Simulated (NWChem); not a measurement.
System: AlSiH3OF2; SMILES [F][Al]([F])[O][SiH3]

Input file for NWChem:

```
start job
memory heap 200 mb stack 900 mb global 1100 mb
geometry units angstroms noautosym
  Al     0.001345     1.041234     0.000598
  F     -1.393158     1.920567    -0.024837
  F      1.427274     1.869062     0.022936
  O     -0.029305    -0.627246     0.002660
  Si    -0.005302    -2.279026    -0.001358
  H      1.357893    -2.769127    -0.472247
  H     -1.084062    -2.797487    -0.942992
  H     -0.270133    -2.786622     1.409907
end
basis spherical
  * library def2-svp
end
dft
  xc pbe0
  grid fine
  iterations 150
end
driver
  maxiter 120
  tight
end
task dft optimize
task dft freq
```

NWChem printed, in part:

```
             Northwest Computational Chemistry Package (NWChem) 7.3.0
             --------------------------------------------------------

                             Geometry "geometry" -> ""
                             -------------------------

 Output coordinates in angstroms (scale by  1.889725989 to convert to a.u.)

  No.       Tag          Charge          X              Y              Z
 ---- ---------------- ---------- -------------- -------------- --------------
    1 Al                  13.0000     0.00099573     0.99899945     0.00081941
    2 F                    9.0000    -1.39350727     1.87833245    -0.02461559
    3 F                    9.0000     1.42692473     1.82682745     0.02315741
    4 O                    8.0000    -0.02965427    -0.66948055     0.00288141
    5 Si                  14.0000    -0.00565127    -2.32126055    -0.00113659
    6 H                    1.0000     1.35754373    -2.81136155    -0.47202559
    7 H                    1.0000    -1.08441127    -2.83972155    -0.94277059
    8 H                    1.0000    -0.27048227    -2.82885655     1.41012841

 Effective nuclear repulsion energy (a.u.)     275.6049796764

                                Z-matrix (autoz)
                                --------

 Units are Angstrom for bonds and degrees for angles

[...]

      ----------------------
      Optimization converged
      ----------------------

  Step       Energy      Delta E   Gmax     Grms     Xrms     Xmax
  ---- ---------------- -------- -------- -------- -------- --------
@   23    -807.97478536  1.2D-10  0.00000  0.00000  0.00002  0.00005
                                     ok       ok       ok       ok

                                Z-matrix (autoz)
                                --------

 Units are Angstrom for bonds and degrees for angles

[...]

 Rotational Constants
 --------------------
 A=   0.206645 cm-1  (  0.297310 K)
 B=   0.049448 cm-1  (  0.071142 K)
 C=   0.040472 cm-1  (  0.058229 K)

 Temperature                      =   298.15K
 frequency scaling parameter      =   1.0000

 Zero-Point correction to Energy  =   22.163 kcal/mol  (  0.035318 au)
 Thermal correction to Energy     =   26.273 kcal/mol  (  0.041869 au)
 Thermal correction to Enthalpy   =   26.865 kcal/mol  (  0.042813 au)

 Total Entropy                    =   83.892 cal/mol-K
   - Translational                =   40.037 cal/mol-K (mol. weight = 111.9737)
   - Rotational                   =   27.746 cal/mol-K (symmetry #  =        1)
   - Vibrational                  =   16.109 cal/mol-K

 Cv (constant volume heat capacity) =   20.337 cal/mol-K
   - Translational                  =    2.979 cal/mol-K
   - Rotational                     =    2.979 cal/mol-K
   - Vibrational                    =   14.378 cal/mol-K

[normal modes left out]

 ----------------------------------------------------------------------------
 Normal Eigenvalue ||           Projected Infra Red Intensities
  Mode   [cm**-1]  || [atomic units] [(debye/angs)**2] [(KM/mol)] [arbitrary]
 ------ ---------- || -------------- ----------------- ---------- -----------
    1      -30.176 ||    0.000002           0.000         0.002       0.000
    2       -0.000 ||    0.000138           0.003         0.134       0.017
    3       -0.000 ||    0.000033           0.001         0.032       0.004
    4        0.000 ||    0.000037           0.001         0.036       0.004
    5        0.000 ||    0.000000           0.000         0.000       0.000
    6        0.000 ||    0.000045           0.001         0.044       0.005
    7        0.000 ||    0.000236           0.005         0.230       0.028
    8       38.952 ||    0.000169           0.004         0.165       0.020
    9       75.345 ||    0.000053           0.001         0.052       0.006
   10      232.578 ||    0.044423           1.025        43.305       5.325
   11      252.373 ||    0.030755           0.710        29.982       3.687
   12      300.421 ||    0.123450           2.848       120.345      14.799
   13      511.531 ||    0.002549           0.059         2.485       0.306
   14      734.993 ||    0.066702           1.539        65.024       7.996
   15      738.882 ||    0.071706           1.654        69.903       8.596
   16      839.347 ||    0.062239           1.436        60.674       7.461
   17      950.995 ||    0.063198           1.458        61.608       7.576
   18      953.328 ||    0.086532           1.996        84.355      10.373
   19      974.607 ||    0.169747           3.916       165.478      20.349
   20      999.344 ||    0.371581           8.573       362.235      44.545
   21     1179.330 ||    0.529224          12.210       515.914      63.443
   22     2242.280 ||    0.150370           3.469       146.588      18.026
   23     2242.394 ||    0.156350           3.607       152.418      18.743
   24     2243.651 ||    0.072485           1.672        70.662       8.689
 ----------------------------------------------------------------------------

 ===============================================================================
      Negative Nuclear Hessian Mode    1  Eigenvalue =    -30.18 cm**(-1)
 -------------------------------------------------------------------------------
   Raw step length:  0.508 angstroms ;  The Raw step for this mode is:
    1 Al                  13.0000    -0.00046450    -0.00000012    -0.00010883
    2 F                    9.0000    -0.00009300     0.00124790     0.02341305
    3 F                    9.0000     0.00063341    -0.00125428    -0.02299497
    4 O                    8.0000    -0.00241518     0.00000771    -0.00102366
    5 Si                  14.0000     0.00125742    -0.00000001     0.00035232
    6 H                    1.0000     0.09748089     0.00044962     0.27748626
    7 H                    1.0000     0.19365679    -0.00079278    -0.22089209
    8 H                    1.0000    -0.28546421     0.00034479    -0.05509558

  Geometry after  100.0% step for mode  1; Step length =  0.508 angstroms
   Maximum component (any atom: x,y, or z) displacement:  0.539
    1 Al                  13.0000     0.00521140     0.99957689     0.00025003
    2 F                    9.0000    -1.40076329     1.86086713     0.00032857
    3 F                    9.0000     1.42091880     1.84476868    -0.00117752
    4 O                    8.0000    -0.00529667    -0.66928043     0.00200706
    5 Si                  14.0000    -0.00320138    -2.32131542    -0.00065834
    6 H                    1.0000     1.41880559    -2.83019463    -0.18311028
    7 H                    1.0000    -0.87212713    -2.82522549    -1.14324778
    8 H                    1.0000    -0.55719783    -2.82571534     1.32318303

  Geometry after -100.0% step for mode  1; Step length =  0.508 angstroms
   Maximum component (any atom: x,y, or z) displacement:  0.539
    1 Al                  13.0000     0.00614039     0.99957713     0.00046769
    2 F                    9.0000    -1.40057729     1.85837133    -0.04649752
    3 F                    9.0000     1.41965199     1.84727725     0.04481243
    4 O                    8.0000    -0.00046631    -0.66929584     0.00405437
    5 Si                  14.0000    -0.00571622    -2.32131541    -0.00136297
    6 H                    1.0000     1.22384381    -2.83109386    -0.73808281
    7 H                    1.0000    -1.25944072    -2.82363992    -0.70146361
    8 H                    1.0000     0.01373058    -2.82640491     1.43337419

  Geometry after   50.0% step for mode  1; Step length =  0.254 angstroms
   Maximum component (any atom: x,y, or z) displacement:  0.270
    1 Al                  13.0000     0.00544365     0.99957695     0.00030445
    2 F                    9.0000    -1.40071679     1.86024318    -0.01137795
    3 F                    9.0000     1.42060210     1.84539582     0.01031997
    4 O                    8.0000    -0.00408908    -0.66928429     0.00251889
    5 Si                  14.0000    -0.00383009    -2.32131542    -0.00083449
    6 H                    1.0000     1.37006514    -2.83041944    -0.32185341
    7 H                    1.0000    -0.96895553    -2.82482910    -1.03280173
    8 H                    1.0000    -0.41446573    -2.82588773     1.35073082

  Geometry after  -50.0% step for mode  1; Step length =  0.254 angstroms
   Maximum component (any atom: x,y, or z) displacement:  0.270
    1 Al                  13.0000     0.00590815     0.99957707     0.00041328
    2 F                    9.0000    -1.40062379     1.85899528    -0.03479100
    3 F                    9.0000     1.41996869     1.84665010     0.03331494
    4 O                    8.0000    -0.00167390    -0.66929199     0.00354254
    5 Si                  14.0000    -0.00508751    -2.32131541    -0.00118681
    6 H                    1.0000     1.27258425    -2.83086905    -0.59933967
    7 H                    1.0000    -1.16261232    -2.82403631    -0.81190965
    8 H                    1.0000    -0.12900152    -2.82623252     1.40582640

  Geometry after   37.1% step for mode  1; Step length =  0.188 angstroms
   Maximum component (any atom: x,y, or z) displacement:  0.200
    1 Al                  13.0000     0.00550369     0.99957696     0.00031852
    2 F                    9.0000    -1.40070477     1.86008189    -0.01440412
    3 F                    9.0000     1.42052023     1.84555794     0.01329210
    4 O                    8.0000    -0.00377692    -0.66928528     0.00265119
    5 Si                  14.0000    -0.00399262    -2.32131542    -0.00088003
    6 H                    1.0000     1.35746560    -2.83047755    -0.35771890
    7 H                    1.0000    -0.99398594    -2.82472663    -1.00425112
    8 H                    1.0000    -0.37756908    -2.82593229     1.35785201

  Geometry after  -37.1% step for mode  1; Step length =  0.188 angstroms
   Maximum component (any atom: x,y, or z) displacement:  0.200
    1 Al                  13.0000     0.00584811     0.99957706     0.00039921
    2 F                    9.0000    -1.40063581     1.85915657    -0.03176483
    3 F                    9.0000     1.42005056     1.84648799     0.03034281
    4 O                    8.0000    -0.00198606    -0.66929100     0.00341024
    5 Si                  14.0000    -0.00492499    -2.32131541    -0.00114127
    6 H                    1.0000     1.28518380    -2.83081094    -0.56347418
    7 H                    1.0000    -1.13758191    -2.82413878    -0.84046026
    8 H                    1.0000    -0.16589818    -2.82618795     1.39870522

  Geometry after   18.5% step for mode  1; Step length =  0.094 angstroms
   Maximum component (any atom: x,y, or z) displacement:  0.100
    1 Al                  13.0000     0.00558979     0.99957699     0.00033869
    2 F                    9.0000    -1.40068753     1.85985056    -0.01874430
    3 F                    9.0000     1.42040281     1.84579045     0.01755478
    4 O                    8.0000    -0.00332920    -0.66928671     0.00284095
    5 Si                  14.0000    -0.00422571    -2.32131542    -0.00094534
    6 H                    1.0000     1.33939515    -2.83056090    -0.40915772
    7 H                    1.0000    -1.02988493    -2.82457967    -0.96330340
    8 H                    1.0000    -0.32465135    -2.82599621     1.36806531

  Geometry after  -18.5% step for mode  1; Step length =  0.094 angstroms
   Maximum component (any atom: x,y, or z) displacement:  0.100
    1 Al                  13.0000     0.00576200     0.99957703     0.00037904
    2 F                    9.0000    -1.40065305     1.85938790    -0.02742465
    3 F                    9.0000     1.42016798     1.84625547     0.02608013
    4 O                    8.0000    -0.00243378    -0.66928957     0.00322047
    5 Si                  14.0000    -0.00469190    -2.32131541    -0.00107596
    6 H                    1.0000     1.30325425    -2.83072759    -0.51203536
    7 H                    1.0000    -1.10168291    -2.82428574    -0.88140798
    8 H                    1.0000    -0.21881590    -2.82612404     1.38849192
```

Level: PBE0/def2-SVP. The optimisation ended at a saddle point (imaginary frequency).
